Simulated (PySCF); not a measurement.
A calculated (TPSS, PySCF 2.14, pcseg-2, no relativity, point nucleus) atom or ion has these occupied shells.

| shell | electrons | orbital energy (eV) | rms radius, mean of both spins (bohr) |
| --- | --- | --- | --- |
| 1s | 2 | -1522.2 | 0.140 |
| 2s | 2 | -117.31 | 0.686 |
| 2p | 6 | -78.360 | 0.680 |
| 3s | 2 | -14.811 | 2.58 |

Question: Name the element and its charge.

Answer: Al⁺ (aluminium, charge +1), in [Ne] 3s2, closed-shell 1S.
